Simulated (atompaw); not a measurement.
**What one change does to a pseudopotential (Sb (Z = 51), PAW (atompaw))**

```json
{
 "Element": "Sb",
 "Generator": "atompaw 4.2.0.5",
 "Type": "PAW",
 "Functional": "PBE",
 "Relativity": "scalar-relativistic",
 "Frozen core": "[Kr] 4d10",
 "Valence charge": "5",
 "Reference configuration": "5s2 5p1 (charge +2)",
 "Partial waves": "5s (bound): rc 2.45 bohr; 5s channel at -0.65 Ry: rc 2.45 bohr; 5p (bound): rc 2.45 bohr; 5p channel at -0.75 Ry: rc 2.45 bohr; 5d channel at 0.1 Ry: rc 2.05 bohr; 5d channel at 0.55 Ry: rc 2.45 bohr",
 "Local potential": "bessel scheme, radius 1.65 bohr",
 "Core correction": "smooth core density matched at 1.45 bohr",
 "Augmentation charge": "besselshape compensation charge, radius 1.95 bohr; PAW radius 2.45 bohr; waves and projectors: custom polynom2 7 10 vanderbiltortho"
}
```

Change: reference 5s2 5p3.

Cutoffs: the cutoffs (Ry, on a coarse ladder) from which the occupation-weighted sum of valence levels, in a spherical-Bessel basis at the reference potential, stays within 10 and 1 mRy of its value at 400 Ry; they do not see the model core or the augmentation charge, which bear on the density cutoff.

Question: What does the change do?

Answer: The potential gets harder (10 Ry and 25 Ry → 12 Ry and 25 Ry); both files keep a bound ghost (d).

| quantity | base | changed |
| --- | --- | --- |
| cutoff, loose | 10 Ry | 12 Ry |
| cutoff, tight | 25 Ry | 25 Ry |
| loose cutoff by channel (10 mRy a level) | s 8 Ry, p 10 Ry | s 8 Ry, p 8 Ry |
| bound ghosts | d | d |
| s: phases at 2.45 bohr within 0.05 rad from the reference energy up to (Ry; the scan ends near 5) | 2.1 | 3.0 |
| p: phases at 2.45 bohr within 0.05 rad from the reference energy up to (Ry; the scan ends near 5) | 3.4 | 4.2 |
| d: phases at 2.45 bohr within 0.05 rad from the reference energy up to (Ry; the scan ends near 5) | to the end of the scan | to the end of the scan |
| lowest overlap eigenvalue by channel | s 0.72, p 0.93, d 0.25 | s 0.60, p 0.96, d 0.15 |

 A true bound ghost makes a file unfit for plane-wave use even where its test errors are small: the radial tests pick states by their node count and pass the ghost by. The cutoffs see the waves, projectors and local potential, not the compensation charge or the core.
